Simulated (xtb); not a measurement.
trans-butane (C$_{4}$H$_{10}$), singlet, at a GFN2-xTB geometry, atoms displaced at random by about 0.05 Å a coordinate; GFN1-xTB (xtb).

Input for xtb:
```
$ xtb mol.xyz --gfn 1 --opt tight --json

# file mol.xyz
14

C      0.70537432     1.88718492    -0.03656502
C      0.70323134     0.36206136    -0.02122205
C     -0.70947036    -0.29572756    -0.00053055
C     -0.68967047    -1.77247086     0.12576699
H      1.72890615     2.28795654     0.01474136
H     -1.79556062    -2.15623633     0.01809016
H      0.20615473     2.21073844     0.92494461
H      0.28215232     2.17862334    -0.84108024
H     -0.21180500    -2.25637612     0.98227148
H     -0.26616117    -2.20192686    -0.79382641
H      1.32181085    -0.06943532    -0.92723544
H      1.21019326    -0.14451144     0.91735725
H     -1.14627494     0.05423917    -0.90952635
H     -1.28693395     0.14855446     0.83086151
```

It wrote (shortened):

```
   ID    Z sym.   atoms
    1    6 C      1-4
    2    1 H      5-14

           -------------------------------------------------
          |                Calculation Setup                |
           -------------------------------------------------

           -------------------------------------------------
          |                 G F N 1 - x T B                 |
           -------------------------------------------------

          ...................................................
          :                      SETUP                      :
          :.................................................:
          :  # basis functions                  36          :
          :  # atomic orbitals                  36          :
          :  # shells                           28          :
          :  # electrons                        26          :
          :  # halogen bonds                     0          :
          :  max. iterations                   250          :
          :  Hamiltonian                  GFN1-xTB          :
          :  restarted?                      false          :
          :  GBSA solvation                  false          :
          :  PC potential                    false          :
          :  electronic temp.          300.0000000     K    :
          :  accuracy                    1.0000000          :
          :  -> integral cutoff          0.2500000E+02      :
          :  -> integral neglect         0.1000000E-07      :
          :  -> SCF convergence          0.1000000E-05 Eh   :
          :  -> wf. convergence          0.2000000E-04 e    :
          :  Broyden damping             0.4000000          :
          :  net charge                          0          :
          :  unpaired electrons                  0          :
          ...................................................

 iter      E             dE          RMSdq      gap      omega  full diag
   1    -14.0049299 -0.140049E+02  0.755E+00    8.16       0.0  T
   2    -14.0279923 -0.230624E-01  0.462E+00    8.62       1.0  T
   3    -14.0284940 -0.501683E-03  0.533E-01    8.78       1.0  T
   4    -14.0296120 -0.111797E-02  0.335E-02    8.69       1.0  T
   5    -14.0296194 -0.744892E-05  0.853E-03    8.70       3.1  T
   6    -14.0296197 -0.268763E-06  0.207E-03    8.70      12.9  T
   7    -14.0296197 -0.219586E-07  0.189E-04    8.70     141.1  T
   8    -14.0296197 -0.216346E-09  0.241E-05    8.70    1108.1  T

   *** convergence criteria satisfied after 8 iterations ***

         :::::::::::::::::::::::::::::::::::::::::::::::::::::
         ::                     SUMMARY                     ::
         :::::::::::::::::::::::::::::::::::::::::::::::::::::
         :: total energy             -13.828760258658 Eh    ::
         :: gradient norm              0.240634887390 Eh/a0 ::
         :: HOMO-LUMO gap              8.699310889604 eV    ::
         ::.................................................::
         :: SCC energy               -14.029619700379 Eh    ::
         :: -> electrostatic           0.000227793203 Eh    ::
         :: repulsion energy           0.204739456289 Eh    ::
         :: dispersion energy         -0.003880014568 Eh    ::
         :: halogen bond corr.         0.000000000000 Eh    ::
         :: add. restraining           0.000000000000 Eh    ::
         :: total charge              -0.000000000000 e     ::
         :::::::::::::::::::::::::::::::::::::::::::::::::::::

      -----------------------------------------------------------
     |                   =====================                   |
     |                        A N C O P T                        |
     |                   =====================                   |
     |               Approximate Normal Coordinate               |
     |                Rational Function Optimizer                |
      -----------------------------------------------------------
      -----------------------------------------------------------
     |                   =====================                   |
     |                        A N C O P T                        |
     |                   =====================                   |
     |               Approximate Normal Coordinate               |
     |                Rational Function Optimizer                |
      -----------------------------------------------------------

          ...................................................
          :                      SETUP                      :
          :.................................................:
          :   optimization level             tight          :
          :   max. optcycles                   200          :
          :   ANC micro-cycles                  20          :
          :   degrees of freedom                36          :
          :.................................................:
          :   RF solver                   davidson          :
          :   write xtbopt.log                true          :
          :   linear?                        false          :
          :   energy convergence         0.1000000E-05 Eh   :
          :   grad. convergence          0.8000000E-03 Eh/α :
          :   maxmium RF displ.          1.0000000          :
          :   Hlow (freq-cutoff)         0.1000000E-01      :
          :   Hmax (freq-cutoff)         5.0000000          :
          :   S6 in model hess.         20.0000000          :
          ...................................................

generating ANC from exact Hessian ...
Using Lindh-Hessian (1995)
 Shifting diagonal of input Hessian by    6.4719524037779169E-003
 Lowest  eigenvalues of input Hessian
    0.000000    0.000000    0.000000    0.000000    0.000000    0.000000
    0.010000    0.013065    0.013757    0.017858    0.022274    0.038122
    0.041315    0.045161    0.049750    0.052752    0.055339    0.059319
 Highest eigenvalues
[...]
 * total energy  :   -13.8287603 Eh     change       -0.2536638E-11 Eh
 * total energy  :   -13.8621997 Eh     change       -0.3343940E-01 Eh
 * total energy  :   -13.8657830 Eh     change       -0.3583351E-02 Eh
 * total energy  :   -13.8659956 Eh     change       -0.2126361E-03 Eh
 * total energy  :   -13.8660466 Eh     change       -0.5099661E-04 Eh
 * total energy  :   -13.8660552 Eh     change       -0.8569771E-05 Eh
 * total energy  :   -13.8660603 Eh     change       -0.5055964E-05 Eh
 * total energy  :   -13.8660632 Eh     change       -0.2915778E-05 Eh
 * total energy  :   -13.8660655 Eh     change       -0.2328171E-05 Eh
 * total energy  :   -13.8660671 Eh     change       -0.1556609E-05 Eh
 * total energy  :   -13.8660675 Eh     change       -0.4440434E-06 Eh
   *** GEOMETRY OPTIMIZATION CONVERGED AFTER 11 ITERATIONS ***
[...]
   3    -14.0619759  0.230926E-13  0.714E-07    9.08   37408.1  T

   *** convergence criteria satisfied after 3 iterations ***

         :::::::::::::::::::::::::::::::::::::::::::::::::::::
         ::                     SUMMARY                     ::
         :::::::::::::::::::::::::::::::::::::::::::::::::::::
         :: total energy             -13.866067513268 Eh    ::
         :: gradient norm              0.000116310519 Eh/a0 ::
         :: HOMO-LUMO gap              9.077779531108 eV    ::
         ::.................................................::
         :: SCC energy               -14.061975917471 Eh    ::
         :: -> electrostatic           0.000174230326 Eh    ::
         :: repulsion energy           0.199809034015 Eh    ::
         :: dispersion energy         -0.003900629813 Eh    ::
         :: halogen bond corr.         0.000000000000 Eh    ::
         :: add. restraining           0.000000000000 Eh    ::
         :: total charge               0.000000000000 e     ::
         :::::::::::::::::::::::::::::::::::::::::::::::::::::

           -------------------------------------------------
          |                Property Printout                |
           -------------------------------------------------

    * Orbital Energies and Occupations

         #    Occupation            Energy/Eh            Energy/eV
      -------------------------------------------------------------
         1        2.0000           -0.6547306             -17.8161
         2        2.0000           -0.6390185             -17.3886
         3        2.0000           -0.6110692             -16.6280
         4        2.0000           -0.5991617             -16.3040
         5        2.0000           -0.5632589             -15.3271
         6        2.0000           -0.5361905             -14.5905
         7        2.0000           -0.5281974             -14.3730
         8        2.0000           -0.5267969             -14.3349
         9        2.0000           -0.4988631             -13.5748
        10        2.0000           -0.4871156             -13.2551
        11        2.0000           -0.4749906             -12.9252
        12        2.0000           -0.4674144             -12.7190
        13        2.0000           -0.4669606             -12.7066 (HOMO)
        14                         -0.1333584              -3.6289 (LUMO)
        15                         -0.1140850              -3.1044
        16                         -0.1115643              -3.0358
        17                         -0.0935524              -2.5457
        18                         -0.0915311              -2.4907
        19                         -0.0594193              -1.6169
        20                         -0.0583603              -1.5881
        21                         -0.0445980              -1.2136
        22                         -0.0423408              -1.1522
        23                         -0.0297378              -0.8092
        24                          0.0765367               2.0827
       ...                                ...                  ...
        36                          0.4731633              12.8754
      -------------------------------------------------------------
                  HL-Gap            0.3336023 Eh            9.0778 eV
             Fermi-level           -0.3001595 Eh           -8.1678 eV

  Mulliken/CM5 charges         n(s)   n(p)   n(d)
     1C    -0.08508 -0.23653   1.007  3.078  0.000
     2C    -0.04075 -0.15342   1.028  3.013  0.000
     3C    -0.04076 -0.15343   1.028  3.013  0.000
     4C    -0.08509 -0.23656   1.007  3.078  0.000
     5H     0.02837  0.07959   0.972  0.000  0.000
     6H     0.02837  0.07959   0.972  0.000  0.000
     7H     0.02695  0.07868   0.973  0.000  0.000
     8H     0.02696  0.07869   0.973  0.000  0.000
     9H     0.02696  0.07868   0.973  0.000  0.000
    10H     0.02697  0.07872   0.973  0.000  0.000
    11H     0.02177  0.07649   0.978  0.000  0.000
    12H     0.02178  0.07651   0.978  0.000  0.000
    13H     0.02176  0.07648   0.978  0.000  0.000
    14H     0.02178  0.07652   0.978  0.000  0.000

Wiberg/Mayer (AO) data.
largest (>0.10) Wiberg bond orders for each atom

 ---------------------------------------------------------------------------
     #   Z sym  total        # sym  WBO       # sym  WBO       # sym  WBO
 ---------------------------------------------------------------------------
     1   6 C    3.997 --     2 C    1.017     8 H    0.988     7 H    0.988
                             5 H    0.987
     2   6 C    3.998 --     1 C    1.017     3 C    1.007    11 H    0.981
                            12 H    0.981
     3   6 C    3.998 --     4 C    1.017     2 C    1.007    13 H    0.981
                            14 H    0.981
     4   6 C    3.997 --     3 C    1.017    10 H    0.988     9 H    0.988
                             6 H    0.987
     5   1 H    1.005 --     1 C    0.987
     6   1 H    1.005 --     4 C    0.987
     7   1 H    1.005 --     1 C    0.988
     8   1 H    1.005 --     1 C    0.988
     9   1 H    1.005 --     4 C    0.988
    10   1 H    1.005 --     4 C    0.988
    11   1 H    1.006 --     2 C    0.981
    12   1 H    1.006 --     2 C    0.981
    13   1 H    1.006 --     3 C    0.981
    14   1 H    1.006 --     3 C    0.981
 ---------------------------------------------------------------------------

Topologies differ in total number of bonds
Writing topology from bond orders to xtbtopo.mol

 dipole moment from electron density (au)
     X       Y       Z
   0.0000  -0.0000  -0.0000  total (Debye):    0.000

optimized geometry written to: xtbopt.xyz

           -------------------------------------------------
          | TOTAL ENERGY              -13.866067513268 Eh   |
          | GRADIENT NORM               0.000116310519 Eh/α |
          | HOMO-LUMO GAP               9.077779531108 eV   |
           -------------------------------------------------
```
